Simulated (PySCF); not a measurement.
Input file for PySCF: D3(BJ) and D4 dispersion corrections on C4H10 (a complex), monomers drawn apart or pushed together.

```python
from pyscf import gto
from pyscf.dispersion import dftd3, dftd4

mol = gto.M(
    atom='''
    C     0.24603906    0.63662033   -0.02648911
    C    -0.24825794   -0.56693527    0.22071300
    H    -0.38747042    1.51424356   -0.07164536
    H     1.30483496    0.79460612   -0.19279116
    H     0.38520569   -1.44428183    0.26874276
    H    -1.30628034   -0.72486553    0.39055192
    C     0.34837112    0.64535923    4.42391701
    C    -0.34563085   -0.71049619    4.34259775
    H     1.32053583    0.56476718    4.91476176
    H    -0.24803203    1.36347060    4.99062301
    H     0.51184499    1.05941758    3.42777327
    H     0.24922493   -1.42501017    3.77059031
    H    -1.31732847   -0.62838880    3.85187390
    H    -0.51038809   -1.13499146    5.33517953
    ''',
    basis='def2-svp',
    charge=0, spin=0, verbose=0, max_memory=1800)
d3, d4 = {}, {}
for xc in ['hf', 'pbe', 'blyp', 'revpbe', 'tpss', 'r2scan', 'b3lyp', 'pbe0', 'bhlyp', 'camb3lyp', 'b2plyp']:
    d3[xc] = float(dftd3.DFTD3Dispersion(mol, xc=xc, version='d3bj', atm=False).get_dispersion()['energy'])
    print(f'D3(BJ) {xc:10s} {d3[xc]:14.8f} Eh')
for xc in ['hf', 'pbe', 'blyp', 'revpbe', 'tpss', 'r2scan', 'b3lyp', 'pbe0', 'bhlyp', 'camb3lyp', 'b2plyp']:
    d4[xc] = float(dftd4.DFTD4Dispersion(mol, xc={'camb3lyp': 'cam-b3lyp'}.get(xc, xc), atm=True).get_dispersion()['energy'])
    print(f'D4     {xc:10s} {d4[xc]:14.8f} Eh')
```

It printed:

```
D3(BJ) hf            -0.05689509 Eh
D3(BJ) pbe           -0.00674031 Eh
D3(BJ) blyp          -0.01334523 Eh
D3(BJ) revpbe        -0.01739899 Eh
D3(BJ) tpss          -0.00818815 Eh
D3(BJ) r2scan        -0.00206632 Eh
D3(BJ) b3lyp         -0.01084360 Eh
D3(BJ) pbe0          -0.00565723 Eh
D3(BJ) bhlyp         -0.00811037 Eh
D3(BJ) camb3lyp      -0.00486474 Eh
D3(BJ) b2plyp        -0.00480857 Eh
D4     hf            -0.02181364 Eh
D4     pbe           -0.00565283 Eh
D4     blyp          -0.01239836 Eh
D4     revpbe        -0.02033270 Eh
D4     tpss          -0.00756848 Eh
D4     r2scan        -0.00167465 Eh
D4     b3lyp         -0.00877015 Eh
D4     pbe0          -0.00478580 Eh
D4     bhlyp         -0.00591490 Eh
D4     camb3lyp      -0.00476066 Eh
D4     b2plyp        -0.00395720 Eh
```

The run finished.

Cost: very roughly 0.04 core-seconds.
